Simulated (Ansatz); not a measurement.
All numbers were calculated with Ansatz.

A structure relaxed at PBE0-D4/def2-TZVP, charge 0, multiplicity 1:

```xyz
11

C    -1.917    0.012   -0.284
Si   -0.304   -0.788    0.194
Se    1.388   -0.223   -1.244
C     2.428    0.831    0.012
O     3.433    1.386   -0.291
H    -2.707   -0.282    0.413
H    -2.217   -0.293   -1.288
H    -1.828    1.100   -0.270
H    -0.430   -2.267    0.202
H     0.164   -0.325    1.530
H     1.989    0.849    1.027
```

Question: Give its formula and SMILES.

Answer: C2H6OSeSi, `C[SiH2][Se]C=O`.

Question: Summarise the bond lengths by kind.

Answer: 1 × C–Si 1.863 Å; 4 × C–H 1.092 to 1.105 Å; 1 × Se–Si 2.291 Å; 2 × H–Si 1.484 to 1.490 Å; 1 × C–Se 1.943 Å; 1 × C–O 1.187 Å.
